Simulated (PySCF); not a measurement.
Computed properties of BH₅OSi, SMILES OB[SiH3]

B(H)(OH)(SiH3) (BH5OSi), SMILES OB[SiH3]. Geometry optimised at B3LYP-D3(BJ)/def2-TZVP. One conformer was computed; it need not be the lowest. All values are computed for the isolated molecule unless a solvent is named; none is compared with measurement here.

**Structure.** The optimised structure has Cs symmetry. All 18 harmonic modes at B3LYP-D3(BJ)/def2-TZVP (PySCF) are real, so it is a minimum. With heavy atoms numbered as in [BH:1]([OH:3])[SiH3:5], the shortest bond between them is B1–O3 at 1.354 Å and the longest B1–Si5 at 2.033 Å.

**Vibrations.** The strongest infrared lines (harmonic, unscaled, degenerate partners summed) lie at 904 cm⁻¹ (218 km/mol, H 90 %, Si 10 %), 1334 cm⁻¹ (199 km/mol, B 64 %, O 31 %), 2589 cm⁻¹ (139 km/mol, H 91 %, B 9 %). The softest mode is at 99 cm⁻¹ and the zero-point energy is 32.6 kcal/mol.

**Electronic structure.** M06-2X/def2-TZVPD (PySCF) places the frontier levels at -9.05 and -0.25 eV, a gap of 8.80 eV, and gives a dipole moment of 1.12 D and a mean polarisability of 49.2 bohr³.

**Excitations.** TDA-M06-2X/def2-SVPD (PySCF) has S1 at 5.05 eV (246 nm, f = 0.006, weak); the most intense of the 10 singlets computed lies at 8.38 eV (f = 0.28). T1 (TDA) is at 4.42 eV, 0.63 eV under S1. No vertical singlet excitation falls in the visible range (under 3.1 eV).

**NMR.** GIAO shifts at HF/pcSseg-2 (PySCF) (non-relativistic, atoms alike by connectivity averaged): ¹H from 3.4 to 6.5 ppm against TMS; ²⁹Si at -93.7 ppm against TMS; ¹¹B at 52.5 ppm against BF3.
